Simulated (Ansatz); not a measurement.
Coupled-cluster run, `C[NH][GeH]([OH])[Cl]`.

```yaml
crystal:
  periodic: [false, false, false]
  atoms:
    - {symbol: C, position_ang: [-0.928960, 0.558938, -1.076524]}
    - {symbol: N, position_ang: [-0.158014, -0.591824, -0.634080]}
    - {symbol: Ge, position_ang: [0.988175, -0.436744, 0.760917]}
    - {symbol: O, position_ang: [0.042737, -0.042470, 2.200484]}
    - {symbol: Cl, position_ang: [2.316163, 1.249441, 0.602866]}
    - {symbol: H, position_ang: [-0.347838, 1.278488, -1.664963]}
    - {symbol: H, position_ang: [-1.324779, 1.087692, -0.207208]}
    - {symbol: H, position_ang: [-1.782448, 0.231364, -1.675828]}
    - {symbol: H, position_ang: [0.208248, -1.133213, -1.404088]}
    - {symbol: H, position_ang: [1.827055, -1.710759, 0.897250]}
    - {symbol: H, position_ang: [-0.774840, -0.547814, 2.221772]}
basis:
  gaussian: {orbitals: def2-TZVPP}
correlation: {method: ccsd_t}
```

```sh
$ ansatz run in.yaml --threads 2 --pin off --events-out ev --progress --plain --max-ram 32768MiB --backend cuda --devices 0, --max-vram 18GiB
```

Output of Ansatz, abridged:

```
Functional definition: HF
1617 factors; integrals over basis functions are off by at most 9.8e-4 eV
mean field evaluation 1: about -73621.3497 eV, gradient 4.8e1 eV
mean field evaluation 2: about -73621.5593 eV, gradient 4.8e1 eV
mean field evaluation 4: about -73626.1242 eV, gradient 4.2e0 eV
mean field evaluation 8: about -73626.1846 eV, gradient 2.8e-1 eV
mean field -73626.18495616 eV, -2705.7123915183 hartree, gradient 2.0e-6 eV, S^2 0.000000; 0 other end points of the search recorded, 0 dependent functions left out
17 core orbitals not correlated: weight in the atoms' cores, before any rotation towards them, 1.000 or more for the frozen orbitals, at most 0.000 for the correlated occupied ones
reference -73626.18495616 eV, -2705.7123915183 hartree; 21, 21 occupied and 229, 229 virtual orbitals, 1617 factors
second order -29.19556864 eV of doubles, -0.00000000 eV of singles
cycle   1  -29.31105754 eV  change   -1.2e-1 eV  update   1.1e-1
cycle   2  -30.02979370 eV  change   -7.2e-1 eV  update   3.1e-2
cycle   3  -30.16361571 eV  change   -1.3e-1 eV  update   1.5e-2
cycle   4  -30.14905954 eV  change    1.5e-2 eV  update   3.5e-3
cycle   5  -30.14820516 eV  change    8.5e-4 eV  update   1.7e-3
cycle   6  -30.14896278 eV  change   -7.6e-4 eV  update   5.6e-4
cycle   7  -30.14869501 eV  change    2.7e-4 eV  update   2.3e-4
cycle   8  -30.14865150 eV  change    4.4e-5 eV  update   7.4e-5
cycle   9  -30.14866995 eV  change   -1.8e-5 eV  update   2.6e-5
perturbative correction -1.17395803 eV, -0.0431421618 hartree
Total energy: -73657.50758414 eV, -2706.8634768652 hartree
```

Hardware: 2 threads of an AMD EPYC 7R13 on a shared host and a share of an NVIDIA H100 80 GB. Wall time 11 s, peak host memory 0.84 GiB.

The correlation energy is -31.323 eV, 3.7 % of it from (T); the T1 diagnostic reads 0.0108.
